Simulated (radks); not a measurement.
Valence configurations of Zr3+ (all share [Kr]). Calculated with a radial shooting solver on a logarithmic mesh with Libxc functionals: Dirac Kohn-Sham, PBE, spin-unpolarised, spherical densities, point nucleus; open shells are shared between the two j in proportion to 2j + 1. Energies are relative to 4d1; eigenvalues in eV.

| valence | E (eV) | e(4d3/2) | e(4d5/2) | e(5p1/2) | e(5p3/2) | e(5s1/2) |
|---|---|---|---|---|---|---|
| 4d1 | 0.000 | -28.310 | -28.123 | - | - | - |
| 5p1 | 10.035 | - | - | -21.266 | -20.931 | - |
| 4d0.5 5p0.5 | 4.795 | -30.196 | -29.999 | -20.255 | -19.933 | - |
| 4d0.5 5s0.5 | 2.094 | -29.756 | -29.561 | - | - | -25.142 |
| 5s1 | 4.498 | - | - | - | - | -25.993 |
| 5s0.5 5p0.5 | 7.266 | - | - | -20.973 | -20.637 | -26.287 |

NIST lists [Kr] 4d1 as the ground configuration; this level of theory agrees among the configurations tried. The energies are those of spherical spin-averaged densities, not of single terms.
